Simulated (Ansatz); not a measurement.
Wavefunction ladder for C$_{3}$H$_{5}$AlO, SMILES `C#C[O][AlH][CH3]`

```xyz
10

C    -0.530   -2.697    0.220
C     0.319   -1.849    0.163
O     1.241   -0.961    0.104
Al    1.151    0.762   -0.043
C    -0.597    1.581   -0.144
H    -1.272   -3.455    0.271
H     2.579    1.423   -0.073
H    -1.203    1.305    0.724
H    -1.139    1.222   -1.025
H    -0.549    2.670   -0.196
```

Total charge 0; spin multiplicity 1. The structure was optimised at the PBE0-D4/def2-TZVP level. It is one conformer, not always the lowest. Frozen core, restricted reference, Ansatz. CBS rows extrapolate triple and quadruple zeta; past MP2 they add the triple-zeta difference.

```csv
basis,HF (Eh),MP2 corr.,CCSD corr.,(T),CCSD(T) total
def2-SVP,-433.04686,-0.63506,-0.67349,-0.02213,-433.74248
def2-TZVPP,?,?,-0.81513,-0.03554,?
def2-QZVPP,-433.37348,-0.84100,–,–,–
CBS(def2),?,?,-0.91174,as TZ,?
```

(1) Fill in the withheld values. (Estimate.)

Results:

(1) Computed: def2-TZVPP HF (Eh): -433.35742; def2-TZVPP MP2 corr.: -0.78550; def2-TZVPP CCSD(T) total: -434.20809; CBS(def2) HF (Eh): -433.37569; CBS(def2) MP2 corr.: -0.88210; CBS(def2) CCSD(T) total: -434.32297.
